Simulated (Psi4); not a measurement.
Input for Psi4:
```
memory 2 GB

molecule {
0 2
C     0.00052334    0.46021569    0.46078947
F    -0.00116407   -0.45465534   -0.50735425
H    -0.95081668    0.65452567    0.91257266
H     0.95815328    0.67607827    0.88887881
}

set {
  basis cc-pvtz
  reference uhf
  freeze_core true
}

energy('mp3')
print_variables()
```

Q: What does this run give for the nuclear repulsion energy, number of basis functions, MP2 correlation energy?

A: 
```
Quantity                       Result
-------------------------  ----------
nuclear repulsion energy   32.3360 Eh
number of basis functions          88
MP2 correlation energy     -0.3978 Eh
```

These values belong to the state on which the SCF converged, which isn't shown to be the lowest.
